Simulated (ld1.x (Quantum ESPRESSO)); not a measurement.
**lanthanum (La), TM: configuration errors across variants**

- Element: lanthanum
- Generator: ld1.x (Quantum ESPRESSO) 7.5
- Type: norm-conserving Troullier–Martins (Kleinman–Bylander form)
- Functional: LDA (PZ)
- Relativity: scalar-relativistic
- Frozen core: [Kr] 4d10
- Valence charge: 11
- Reference configuration: 4f0 5s2 5p6 5d0 6s0 6p0 (charge +3)
- Partial waves: 5s (bound): rc 1.50 bohr; 5p (bound): rc 2.00 bohr; 5d (bound, empty): rc 3.70 bohr; 4f (bound, empty): rc 1.45 bohr
- Local potential: all-electron potential smoothed inside 2.50 bohr (lloc = -2)
- Core correction: none

All-electron excitation energies from the reference (eV): (1) 4f0 5s2 5p6 5d1 6s2 6p0 -36.416; (2) 4f0 5s2 5p6 5d1 6s1 6p0 -30.253; (3) 4f0 5s2 5p6 5d1 6s0 6p0 -19.101; (4) 4f0 5s2 5p6 5d1 6s1.5 6p0 -33.933; (5) 4f1 5s2 5p6 5d1 6s0 6p0 -29.338; (6) 4f1 5s2 5p6 5d0 6s1 6p0 -30.084; (7) 4f0 5s2 5p6 5d1 6s2 6p0 spin -36.513; (8) 4f0 5s2 5p6 5d1 6s1 6p0 spin -30.678.

Spin tests fill each open shell by Hund’s rule, majority spin first.

Tests that are not counted but printed errors over 1 eV. “base”: 4f0 5s2 5p6 5d0 6s2 6p1 (solver errors, printed error -651 eV). “wave 5d (bound): rc 3.70 bohr becomes 5d (bound): rc 2.48 bohr”: 4f0 5s2 5p6 5d0 6s2 6p1 (solver errors, printed error -651 eV). “wave 5d (bound): rc 3.70 bohr becomes 5d (bound): rc 3.24 bohr”: 4f0 5s2 5p6 5d0 6s2 6p1 (solver errors, printed error -651 eV). “wave 5d (bound): rc 3.70 bohr becomes 5d (bound): rc 3.60 bohr”: 4f0 5s2 5p6 5d0 6s2 6p1 (solver errors, printed error -651 eV). “wave 5d (bound): rc 3.70 bohr becomes 5d (bound): rc 4.44 bohr”: 4f0 5s2 5p6 5d0 6s2 6p1 (solver errors, printed error -651 eV).

A true bound ghost makes a file unfit for plane-wave use even where its test errors are small: the radial tests pick states by their node count and pass the ghost by. Where a test does run into it, the solver fails or the error is huge.

Errors AE − PS in meV (a dash: test not solved or not reliable):

| change | (1) | (2) | (3) | (4) | (5) | (6) | (7) | (8) | bound ghosts |
| --- | --- | --- | --- | --- | --- | --- | --- | --- | --- |
| base | +5341 | +4226 | +12 | +4960 | +409 | +2326 | +5328 | +4722 | s |
| wave 5d (bound): rc 3.70 bohr becomes 5d (bound): rc 2.48 bohr | +5329 | +4211 | +4.7 | +4946 | +392 | +2326 | +5315 | +4706 | s |
| wave 5d (bound): rc 3.70 bohr becomes 5d (bound): rc 3.24 bohr | +5329 | +4210 | +4.9 | +4945 | +392 | +2326 | +5315 | +4706 | s |
| wave 5d (bound): rc 3.70 bohr becomes 5d (bound): rc 3.60 bohr | +5337 | +4221 | +10.0 | +4956 | +404 | +2326 | +5324 | +4717 | s |
| wave 5d (bound): rc 3.70 bohr becomes 5d (bound): rc 4.44 bohr | +5401 | +4298 | +51 | +5029 | +490 | +2326 | +5390 | +4800 | s |
| wave 5d (bound): rc 3.70 bohr becomes 5d (bound): rc 5.54 bohr | +5638 | +4563 | +197 | +5290 | +785 | +2326 | +5636 | +5084 | s |

(1) Give the same row for: wave 5d (bound): rc 3.70 bohr becomes 5d (bound): rc 4.70 bohr.

## Answers

(1) +5453, +4359, +85, +5087, +557, +2326, +5444, +4865; bound ghosts: s. Not counted: 4f0 5s2 5p6 5d0 6s2 6p1 (solver errors, printed error -651 eV).
